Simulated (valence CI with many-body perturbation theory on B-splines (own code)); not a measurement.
Values are calculated unless marked as measured or tabulated.
**From CI to CI+MBPT in Gd LIX**

Method: relativistic CI+MBPT: four valence electrons over a frozen Dirac-Fock core [He], a basis of 11 s, 11 p, 9 d, 7 f, 5 g, 2 h, 1 i functions for each j, with the one-electron correlation potential Σ1 (screened to all orders), the two-electron term Σ2, the three-electron term Σ3, Breit, model QED; selected single and double excitations, second order for the rest (own B-spline code, finite nucleus).

No measured spectrum was set against this ion. As an estimate, large intervals hold to a few tenths of a per cent, small ones and those within an open d or f shell to about a per cent. Among the levels kept, up to 270 cm⁻¹ of a level comes from second order outside the variational space, and about a tenth of that is noise between levels of different J, which matters for small intervals.

Each rung adds one term. CI alone is the Dirac-Coulomb CI over the frozen core; QED comes last and gives the full result, which names the levels. Energies are above (2s^2 2p1/2^2) J=0 on the same rung, in eV.

Levels are named by their leading jj configuration (3d3/2^4 stands for four electrons in 3d with j = 3/2), which in mixed levels can hold well under half, so a name can repeat and another be missing. Letters in brackets count levels of one name in rising energy.

```csv
Level,CI alone,Σ1,Σ2,Σ3,Breit,QED,Full
(2s^2 2p1/2 2p3/2) J=1,733.6,+0.15,-0.06,+0.01,-11.72,+1.20,723.2
(2s^2 2p1/2 2p3/2) J=2,756.2,+0.15,-0.03,-0.02,-16.93,+1.20,740.6
(2s 2p1/2^2 2p3/2) J=2,977.4,-0.15,-0.21,-0.04,-4.27,-9.68,963.0
(2s 2p1/2^2 2p3/2) J=1,1049.4,-0.15,-0.35,-0.12,-2.36,-9.73,1036.7
(2s^2 2p3/2^2) J=2,1504.0,+0.30,-0.04,-0.03,-25.53,+2.22,1481.0
(2s^2 2p3/2^2) J=0,1549.6,+0.30,+0.06,-0.08,-19.90,+2.19,1532.2
(2s 2p1/2 2p3/2^2) J=2 [a],1686.0,0.00,-0.17,-0.02,-14.30,-8.51,1662.9
(2s 2p1/2 2p3/2^2) J=3,1734.5,0.00,-0.20,-0.06,-22.16,-8.53,1703.6
(2s 2p1/2 2p3/2^2) J=0,1771.3,0.00,-0.12,-0.09,-10.23,-8.53,1752.4
(2s 2p1/2 2p3/2^2) J=1 [a],1793.9,0.00,-0.42,-0.13,-13.57,-8.57,1771.2
(2s 2p1/2 2p3/2^2) J=2 [b],1809.0,0.00,-0.37,-0.14,-18.66,-8.57,1781.3
(2s 2p1/2 2p3/2^2) J=1 [b],1806.7,0.00,-0.26,-0.13,-13.02,-8.56,1784.7
(2p1/2^2 2p3/2^2) J=2,2062.0,-0.29,-0.65,-0.18,-5.56,-19.26,2036.0
(2p1/2^2 2p3/2^2) J=0,2110.5,-0.29,-0.58,-0.18,+0.26,-19.24,2090.5
(2s 2p3/2^3) J=2,2506.2,+0.15,-0.17,-0.09,-25.80,-7.37,2472.9
(2s 2p3/2^3) J=1,2576.2,+0.15,-0.34,-0.16,-24.30,-7.41,2544.1
(2p1/2 2p3/2^3) J=1,2804.3,-0.14,-0.58,-0.17,-13.66,-18.28,2771.4
(2p1/2 2p3/2^3) J=2,2827.1,-0.14,-0.54,-0.17,-18.76,-18.28,2789.2
(2p3/2^4) J=0,3594.0,+0.01,-0.47,-0.17,-23.61,-17.12,3552.6
```

The middle columns are the shifts that each term adds.

Question: How does the ionisation energy move along the ladder, and which term matters most?

Answer: CI alone 13208, + Σ1 13209, + Σ2 13209, + Σ3 13209, + Breit 13185, + QED 13185 eV. The largest step is Breit, -24 eV. NIST lists 13183 ± 6 eV (theoretical).
